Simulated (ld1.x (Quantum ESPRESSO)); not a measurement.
**u(r) = r·R(r): atom against pseudo-atom (chromium)**

Columns: radius, all-electron u(r) and pseudo u(r) of the 3d shell (level -10.16 eV) of chromium in the configuration [Ne] 3s2 3p6 3d5 4s0 4p0; LDA (PZ), scalar-relativistic, RRKJ scheme, ld1.x (Quantum ESPRESSO) 7.5.

```tsv
r (bohr)	all-electron	pseudo
0.082	0.0288	0.0031
0.165	0.1363	0.0244
0.248	0.2850	0.0777
0.330	0.4333	0.1675
0.413	0.5631	0.2924
0.495	0.6632	0.4377
0.578	0.7356	0.5895
0.660	0.7815	0.7257
0.742	0.8063	0.8326
0.825	0.8150	0.9014
0.908	0.8113	0.9283
0.990	0.7989	0.9188
1.072	0.7806	0.8832
1.155	0.7580	0.8328
1.238	0.7328	0.7790
1.320	0.7064	0.7299
1.402	0.6793	0.6885
1.485	0.6516	0.6539
1.568	0.6242	0.6244
1.650	0.5975	0.5975
1.733	0.5710	0.5710
1.815	0.5456	0.5456
1.898	0.5207	0.5207
1.980	0.4969	0.4969
2.062	0.4740	0.4740
2.145	0.4517	0.4517
```

**Question.** How many radial nodes do the two functions have?

**Answer.** The all-electron 3d function has n − l − 1 = 0; the pseudo-wave has 0.

**Question.** At about which radius was the pseudo-wave matched?

**Answer.** 1.65 bohr, where the columns begin to agree (steps of 0.08 bohr).

**Question.** Where does each function peak?

**Answer.** Outermost all-electron maximum near 0.82 bohr, pseudo maximum near 0.91 bohr (to the table’s step).

**Question.** Is the pseudo-wave norm-conserving?

**Answer.** Yes: the RRKJ scheme keeps the norm inside the radius equal to the all-electron one, which fixes the energy derivative of the logarithmic derivative at the level.
